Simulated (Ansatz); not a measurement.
Compare A (`FC1NC[SiH2]S1`) with its isomer B (`CN1C[Si]1(F)S`).

Calculated with Ansatz (gas phase, PBE0-D4/def2-TZVP geometries, no zero-point term in ΔE). CBS: MP2 limit from def2 TZ/QZ plus the TZ coupled-cluster correction, frozen cores. Functionals use def2-TZVPP. One conformer a species, not always the lowest.

Which is lower in electronic energy at CCSD(T)/CBS, and by how much? (Best estimate.)

Ansatz gave: B, by 130.4 kJ/mol.

Give E(B) − E(A) in kJ/mol with ωB97M-V, HF/def2-TZVPP, PBE0-D4, CCSD(T)/def2-TZVPP, r2SCAN-D4, CCSD/def2-TZVPP, B2PLYP. (Estimate.)

Ansatz gave: ωB97M-V -124.1, HF/def2-TZVPP -134.5, PBE0-D4 -116.9, CCSD(T)/def2-TZVPP -128.6, r2SCAN-D4 -127.9, CCSD/def2-TZVPP -132.1, B2PLYP -134.9. None reverses the order clearly.

Largest T1 diagnostic: 0.012.

The D4 term adds +6.0 kJ/mol with B3LYP and +2.6 kJ/mol with PBE0; it sums over pairs of atoms, weighted by their polarisabilities, and B3LYP, whose exchange is more repulsive, gets the larger term.

B3LYP here is the variant with VWN-RPA as its local correlation; programs differ in this.
